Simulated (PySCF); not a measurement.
W(NH)(F)2(Cl)2 (Cl2F2HNW), SMILES [W]([F])([F])(=[NH])([Cl])[Cl], multiplicity 1.

Geometry: PBE0-D3(BJ)/def2-SVP. The spin state was assumed, not searched. The structure was generated by enumeration; whether it is a known compound was not checked. The def2 effective core potentials stand for the cores of W; spin–orbit coupling is left out.

Two levels are set side by side: PBE/def2-TZVP (PySCF) and B3LYP/def2-TZVP (PySCF). Same geometry, gas phase. Differences are taken from unrounded values.

| quantity | B3LYP |
|---|---|
| orbital gap (eV) | 5.21 |
| highest occupied level (eV) | -8.77 |
| lowest empty level (eV) | -3.56 |
| dipole moment (D) | 3.66 |
| mean polarisability (bohr³) | 73.8 |

Q: What does PBE give, and how far is it from B3LYP? (An estimate is asked for; the answer gives what the named calculation found.)

A: 
```
quantity                       PBE  PBE minus B3LYP
---------------------------  -----  ---------------
orbital gap (eV)              3.60            -1.61
highest occupied level (eV)  -7.63             1.14
lowest empty level (eV)      -4.02            -0.46
dipole moment (D)             3.36            -0.30
mean polarisability (bohr³)   76.0              2.2
```

Without exact exchange PBE keeps part of each electron's self-repulsion, which lifts occupied levels and narrows the gap. Differences between two approximate levels are no errors against the true value.

Rough cost on one machine, each run with all the roots and properties that it gave: B3LYP against PBE within a factor of 2.
